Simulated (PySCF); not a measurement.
Te(Et)(NH2) (C2H7NTe), SMILES CC[Te]N. Atoms are numbered in the order given.

```xyz
11

Te    -0.1784     0.0309     0.6230
C      1.5142    -0.2909    -0.7583
C      1.3545     0.4587    -2.0716
H      1.6098    -1.3845    -0.9089
H      2.3996     0.0493    -0.1816
H      1.3297     1.5563    -1.9166
H      0.4104     0.1718    -2.5809
H      2.1867     0.2270    -2.7706
N     -1.7753    -0.3287    -0.6537
H     -1.6979    -1.2756    -1.0494
H     -1.7479     0.3403    -1.4353
```

Geometry optimised at PBE-D3(BJ)/def2-SVP. The structure was generated by enumeration, and PubChem lists no compound with its InChIKey, so it may never have been made. The def2 effective core potentials stand for the cores of Te; spin–orbit coupling is left out. One conformer was computed; it need not be the lowest.

Method: HF/def2-TZVP (PySCF).

ESP charges are fitted to the potential on shells at 1.4 to 2.0 van der Waals radii. Atomic charges (e):

```csv
atom,ESP fit,Mulliken,Löwdin
Te1,0.00,0.25,0.50
C2,-0.12,-0.28,-0.48
C3,…,-0.31,-0.34
H4,0.07,0.12,0.11
H5,0.11,0.11,0.12
H6,…,0.12,0.12
H7,…,0.09,0.11
H8,…,0.11,0.11
N9,…,-0.71,-0.50
H10,0.35,0.25,0.13
H11,0.33,0.25,0.13
```

What belongs in the gaps? (The exact figures need the calculation; the answer reports its results.)


- C3, ESP fit: -0.13
- H6, ESP fit: 0.05
- H7, ESP fit: 0.05
- H8, ESP fit: 0.04
- N9, ESP fit: -0.76

Computed Mayer and Wiberg (Löwdin basis) orders of the bonds:
| bond | Mayer | Wiberg |
|---|---|---|
| Te1–C2 | 0.98 | 1.23 |
| C2–C3 | 0.97 | 1.36 |
| C2–H4 | 0.97 | 0.90 |
| C2–H5 | 0.96 | 0.90 |
| C3–H6 | 0.98 | 0.91 |
| C3–H7 | 0.98 | 0.91 |
| C3–H8 | 0.98 | 0.91 |
| Te1–N9 | 0.95 | 1.31 |
| N9–H10 | 0.92 | 1.01 |
| N9–H11 | 0.92 | 1.01 |
